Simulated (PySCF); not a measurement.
# Correlation energy of Si+ (silicon, charge +1)

[Ne] 3s1 3p1 3d1, one real determinant (an excited configuration). All numbers are calculated (PySCF 2.14, the non-relativistic Hamiltonian (point nucleus), in aug-cc-pwCVDZ (6s5p3d, 36 functions)). Frozen: [Ne]; 3 electrons correlated.

```json
{"level": "CCSD", "correlation energy (mhartree)": "-33.95"}
{"level": "(T)", "correlation energy (mhartree)": "-6.31"}
{"level": "CCSD(T)", "correlation energy (mhartree)": "-40.26"}
{"level": "FCI", "correlation energy (mhartree)": "-39.84"}
```

Diagnostics: T1 = 0.033, D1 = 0.0757, largest double amplitude 0.790, weight of the Hartree-Fock determinant in FCI 0.3342 (4495 determinants).

The real determinant used has ⟨L²⟩ near 8 against 12 for a pure F term, so it mixes terms. The outer electron is Rydberg-like, and this basis confines it to a smaller radius and binds it less than a complete one would. T1 exceeds 0.03, a sign that the reference determinant is poor. A double-excitation amplitude exceeds 0.15, a sign of near-degeneracy.

Cost of the coupled-cluster step: about 0.18 core-seconds, for 3 correlated electrons.

Iterations:

```
CC2 = 0
CCSD nocc = (np.int64(3), np.int64(0)), nmo = (31, 31)
frozen orbitals [[0, 1, 2, 3, 4], [0, 1, 2, 3, 4]]
max_cycle = 100
direct = 0
conv_tol = 1e-08
conv_tol_normt = 1e-06
diis_space = 8
diis_start_cycle = 0
Init t2, MP2 energy = -0.00578007359910528
Init E_corr(UCCSD) = -0.00578007360337169
cycle = 1  E_corr(UCCSD) = -0.00874284243880623  dE = -0.00296276884  norm(t1,t2) = 0.0494629
cycle = 2  E_corr(UCCSD) = -0.010581282665081  dE = -0.00183844023  norm(t1,t2) = 0.0426335
cycle = 3  E_corr(UCCSD) = -0.0136740696488135  dE = -0.00309278698  norm(t1,t2) = 0.0405797
cycle = 4  E_corr(UCCSD) = -0.0223485095729473  dE = -0.00867443992  norm(t1,t2) = 0.0390765
cycle = 5  E_corr(UCCSD) = -0.0407042518711291  dE = -0.0183557423  norm(t1,t2) = 0.0312204
cycle = 6  E_corr(UCCSD) = -0.0272419444360351  dE = 0.0134623074  norm(t1,t2) = 0.0278727
cycle = 7  E_corr(UCCSD) = -0.0316499003706348  dE = -0.00440795593  norm(t1,t2) = 0.0203976
cycle = 8  E_corr(UCCSD) = -0.0339924912040178  dE = -0.00234259083  norm(t1,t2) = 0.00781747
cycle = 9  E_corr(UCCSD) = -0.0339687038730772  dE = 2.37873309e-05  norm(t1,t2) = 0.000168547
cycle = 10  E_corr(UCCSD) = -0.0339265505691228  dE = 4.2153304e-05  norm(t1,t2) = 8.30544e-05
cycle = 11  E_corr(UCCSD) = -0.0339380624046221  dE = -1.15118355e-05  norm(t1,t2) = 7.72196e-05
cycle = 12  E_corr(UCCSD) = -0.0339481206122262  dE = -1.00582076e-05  norm(t1,t2) = 3.53043e-05
cycle = 13  E_corr(UCCSD) = -0.0339478122746803  dE = 3.08337546e-07  norm(t1,t2) = 9.21286e-07
cycle = 14  E_corr(UCCSD) = -0.0339478312554277  dE = -1.89807474e-08  norm(t1,t2) = 1.96625e-07
cycle = 15  E_corr(UCCSD) = -0.0339478592146355  dE = -2.79592078e-08  norm(t1,t2) = 1.26996e-07
cycle = 16  E_corr(UCCSD) = -0.0339478655980863  dE = -6.38345074e-09  norm(t1,t2) = 3.55527e-08
UCCSD converged
E(UCCSD) = -288.09455543271  E_corr = -0.03394786559808626
UCCSD(T) correction = -0.00631092555303367
```

The reference is one real determinant that mixes LS terms of this configuration.
